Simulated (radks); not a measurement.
Species: neutral iridium. Configuration: [Xe] 4f14 5d7 6s2.

All-electron calculation, Dirac Kohn-Sham, LDA (Slater exchange, VWN5 correlation), spin-unpolarised, spherical densities, point nucleus; open shells are shared between the two j in proportion to 2j + 1. Program: a radial shooting solver on a logarithmic mesh with Libxc functionals.

Energy parts (eV):
part                       energy
total                  -485667.77
kinetic                 553501.55
electron-nucleus      -1219347.61
Hartree                 189395.96
exchange-correlation     -9217.66

Orbitals (lengths in bohr, moments of r in powers of bohr; r(max) is where P^2 peaks):
orbital  occ.  eigenvalue (eV)      <r^2>   r(max)   <1/r>      <r>  small-component weight
1s1/2       2        -75959.07  0.0004198  0.01082   92.19  0.01745                8.50e-02
2s1/2       2        -13279.15   0.006365  0.06253   22.56  0.07299                1.94e-02
2p1/2       2        -12723.22   0.004520  0.04621   22.52  0.06019                1.95e-02
2p3/2       4        -11097.17   0.005712  0.05337   18.58  0.06850                1.74e-02
3s1/2       2        -3105.203    0.04145   0.1760   8.279   0.1901                6.43e-03
3p1/2       2        -2855.833    0.03787   0.1644   8.195   0.1802                6.38e-03
3p3/2       4        -2499.880    0.04436   0.1791   7.171   0.1955                5.79e-03
3d3/2       4        -2082.466    0.03415   0.1397   7.070   0.1705                5.68e-03
3d5/2       6        -2005.491    0.03592   0.1437   6.833   0.1752                5.51e-03
4s1/2       2        -661.7263     0.2027   0.3978   3.497   0.4234                2.16e-03
4p1/2       2        -556.5777     0.2075   0.3965   3.387   0.4268                2.07e-03
4p3/2       4        -472.1410     0.2416   0.4270   3.029   0.4608                1.84e-03
4d3/2       4        -299.5529     0.2582   0.4211   2.822   0.4721                1.64e-03
4d5/2       6        -283.8807     0.2705   0.4306   2.739   0.4835                1.58e-03
5s1/2       2         -98.0637      1.073   0.8906   1.396   0.9776                5.24e-04
5p1/2       2         -64.9041      1.280   0.9455   1.268    1.063                4.42e-04
4f5/2       6         -64.1063     0.3461   0.3920   2.334   0.5314                1.20e-03
4f7/2       8         -60.9829     0.3564   0.3967   2.300   0.5391                1.17e-03
5p3/2       4         -51.1618      1.536    1.027   1.137    1.164                3.75e-04
5d3/2     2.8          -8.1210      3.374    1.278  0.7933    1.676                1.88e-04
5d5/2     4.2          -6.8860      3.725    1.321  0.7576    1.756                1.73e-04
6s1/2       2          -6.5901      9.518    2.393  0.4424    2.883                5.96e-05

The highest occupied level is 6s1/2 at -6.590 eV. Summed over all electrons, <r^2> = 65.08 bohr^2, which gives a Langevin (diamagnetic) susceptibility term of -51.5 x 10^-6 cm^3/mol.
